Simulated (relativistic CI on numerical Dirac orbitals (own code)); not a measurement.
## Slater and spin-orbit integrals, Ce21+

These numbers are calculated, not measured: Dirac-Coulomb-Breit CI, orbitals from a KLI potential per configuration, QED by a radiative potential, unscaled Slater integrals (own radial code, finite nucleus).

Slater integrals F^k, G^k are unscaled and averaged over j, outside the closed core [Ar] 3d10; ζ comes from projecting the Hamiltonian with its Breit term on Σ l·s of the shell.

- 4s²4p⁶4d: ζ(4d) = 14574 cm⁻¹; <r>(4d) = 0.633, <r^2>(4d) = 0.4573 (bohr units).
- 4s²4p⁵4d²: ζ(4p) = 123750, F^2(4d,4d) = 159930, F^4(4d,4d) = 108710, F^2(4p,4d) = 163250, G^1(4p,4d) = 205270, G^3(4p,4d) = 130690, ζ(4d) = 14513 cm⁻¹; <r>(4p) = 0.6137, <r^2>(4p) = 0.4253, <r>(4d) = 0.6328, <r^2>(4d) = 0.4571 (bohr units).
- 4s²4p⁶4f: ζ(4f) = 1565.4 cm⁻¹; <r>(4f) = 0.6296, <r^2>(4f) = 0.4519 (bohr units).

(1) Give the Racah parameters of the d shell in 4s²4p⁵4d².

Averages of the first 10 configurations, taken without configuration mixing, which lowers the lowest level and can move excited configurations by several eV; other configurations of the list can lie among them:

| Configuration | Parity | States | Average energy above the lowest level (eV) |
| --- | --- | --- | --- |
| 4s²4p⁶4d | even | 10 | 4.5 |
| 4s²4p⁵4d² | odd | 270 | 115.6 |
| 4s²4p⁶4f | odd | 14 | 127.4 |
| 4s4p⁶4d² | even | 90 | 200.0 |
| 4s²4p⁵4d4f | even | 840 | 236.8 |
| 4s4p⁶4d4f | odd | 280 | 321.5 |
| 4s²4p⁶5s | even | 2 | 189.7 |
| 4s²4p⁶5p | odd | 6 | 222.2 |
| 4s²4p⁶5d | even | 10 | 270.2 |
| 4s²4p⁵4d5s | odd | 120 | 299.9 |

Answers

(1) B = F²/49 − 5F⁴/441 = 2031 cm⁻¹ and C = 35F⁴/441 = 8628 cm⁻¹.
